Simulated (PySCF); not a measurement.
The numbers are results of B3LYP-D3(BJ)/def2-TZVP // M06-2X/def2-TZVP (PySCF), not measurements. All species are isolated molecules in the gas phase. One relaxed conformer stands for a flexible species; it need not be the lowest. B3LYP has the VWN-RPA correlation part, as in Gaussian. Delta-SCF ions had no search for a lower state. 

Reference species (SMILES): `B` (neutral, multiplicity 1).

```yaml
LUMO: -2.22 eV
HOMO–LUMO gap: 7.53 eV
HOMO: -9.75 eV
vertical ionisation energy (Delta-SCF): 13.18 eV
```

Changed species: `BCC#N` (X = cyanomethyl; the reference has X = H).

**Question.** Predict the effect on the LUMO, HOMO–LUMO gap, HOMO and vertical ionisation energy (Delta-SCF).

**Answer.** the LUMO decreases by 0.22 eV, to -2.44 eV; the HOMO–LUMO gap falls by 0.92 eV, to 6.61 eV; the HOMO rises by 0.70 eV, to -9.05 eV; the vertical ionisation energy (Delta-SCF) decreases by 1.53 eV, to 11.65 eV.
